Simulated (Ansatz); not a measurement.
Reaction (ligand exchange at a Ge–C bond): `C[CH2][Ge][F]` + `[SiH3]N[SiH3]` → `[F][Ge][N]([SiH3])[SiH3]` + `CC`

Computed with Ansatz on PBE0-D4/def2-TZVP structures; ΔE is electronic, products minus reactants. CCSD(T)/CBS is the MP2 limit (def2-TZVPP, def2-QZVPP) plus CCSD(T) − MP2 in def2-TZVPP, frozen cores. This one scheme is used for every species. Functionals use def2-TZVPP. For Ge outer-core shells are correlated without core-valence functions, which leaves a few kJ/mol of doubt a bond. Scalar relativity is left out up to krypton. One conformer a species, not always the lowest.

```
        level  ΔE (kJ/mol)
      ωB97M-V       -115.3
       r2SCAN       -119.3
 MP2/def2-SVP       -131.2
CCSD/def2-SVP       -124.3
```

(1) What does CCSD(T)/CBS give? (Estimate.)

(2) What do rigid-rotor, harmonic-oscillator terms from PBE0-D4/def2-TZVP frequencies (298.15 K, 1 bar) make of the CCSD(T)/CBS value? (Best estimate.)

Largest T1 diagnostic among the species: 0.014.

## Answers

(1) Computed: -117.0 kJ/mol. The listed levels differ from it by 1.7, -2.3, -14.2, -7.3 kJ/mol.

(2) Computed: ΔZPE = +4.3 kJ/mol, ΔH = -113.6 kJ/mol, ΔS = -58 J/(mol·K), ΔG = -96.3 kJ/mol. Modes under 50 cm⁻¹ make the entropy rough.

Leaving LDA and LC-ωPBE aside and taking each functional with its dispersion term where it has one, the values, not all of them listed here, spread over 6.4 kJ/mol, from BLYP-D4 to ωB97X-V. LDA lies −5.0 kJ/mol from PBE without D4. The D4 term adds −8.2 kJ/mol with B3LYP and −4.4 kJ/mol with PBE0; it sums over pairs of atoms, weighted by their polarisabilities, and B3LYP, whose exchange is more repulsive, gets the larger term. At CCSD(T), def2-SVP lies −11.1 kJ/mol from the extrapolated value and def2-TZVPP −2.2 kJ/mol.

B3LYP here is the variant with VWN-RPA as its local correlation; programs differ in this.
